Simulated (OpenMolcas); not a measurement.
F+: effect of correlating more closed shells

```json
{
 "Program": "OpenMolcas 26.06",
 "Basis": "ANO-RCC-VTZP [4s3p2d1f]",
 "Scalar Hamiltonian": "DKH2, point nucleus",
 "Active space": "4 electrons in 3 orbitals (2p)",
 "State averaging": "2S+1 = 3 even, 3 roots; 2S+1 = 1 even, 6 roots",
 "Spin-orbit coupling": "state interaction with AMFI integrals over the reference wave functions, term energies averaged over their components"
}
```

Methods on the same reference wave functions:
A. CASSCF
B. SS-CASPT2, IPEA 0.25 Eh, imaginary shift 0.1 Eh (closed shells correlated: 2s)
C. SS-CASPT2, IPEA 0.25 Eh, imaginary shift 0.1 Eh (closed shells correlated: 1s 2s)

Energies in cm-1 above 2s2 2p4 3P2, the measured ground level; measured values from NIST Handbook of Basic Atomic Spectroscopic Data.

| Level | A | B | C | Measured |
| --- | --- | --- | --- | --- |
| 2s2 2p4 3P2 | 0.0 | 0.0 | 0.0 | 0.0 |
| 2s2 2p4 3P1 | 323 | 323 | 323 | 341 |
| 2s2 2p4 3P0 | 480 | 479 | 479 | 490 |
| 2s2 2p4 1D2 | 22727 | 21000 | 21020 | 20873 |
| 2s2 2p4 1S0 | 56364 | 47390 | 47390 | 44918 |

Deviations, from unrounded energies. A percentage is the sum of absolute deviations over the sum of measured energies, with the sign that they share, or ± where signs differ.

```tsv
Against measurement	Levels	A	B	C
mean absolute deviation (cm-1)	4	3300	660	660
fine structure of the ground term (%)	2	-3.4	-3.4	-3.5
other terms of the ground configuration (%)	2	+20.2	+4.0	+4.0
```

B, C lie about equally close to measurement and A furthest from it. The largest miss of B in the table is 2s2 2p4 1S0, by +2500 cm-1. The ranking rests on the paired levels alone, and a cruder setting can come out closer through cancelling errors.

Between B and C the level of the table that moves most is 2s2 2p4 1D2, by 23 cm-1 (lowest in B, highest in C). Moves below CASPT2's spread within the term are not significant.

The two smallest mean deviations differ by little beside CASPT2's spread within terms, so their order carries little weight.

From A to B the spin-free energies of the other terms of 2s2 2p4 shown, above 3P, scale by factors of 0.84 to 0.92.

The lowest spin-free term lies below A's lowest term by 0.152 hartree in B, 0.158 hartree in C.

What an inner shell adds also hangs on whether the basis holds functions to correlate it.

CASPT2 does not keep the components of a term degenerate, so their means are used; among the terms shown or strongly mixed into the levels shown the widest spread is 80 cm-1 (2s2 2p4 1D, C). With the s shell closed, the reference lacks s² → p² mixing. Without dynamic correlation excited terms often stand tens of per cent too high (terms of higher spin than the ground term too low), and those without a measured partner can miss by more than the paired ones (holds for A). Measured partners are found by configuration, term and J. A level has none where our copy of the source lacks it or the pairing is in doubt (some pairs that miss far off the trend of their configuration count as doubtful), and it then counts in no deviation. Only configurations of the active space appear.
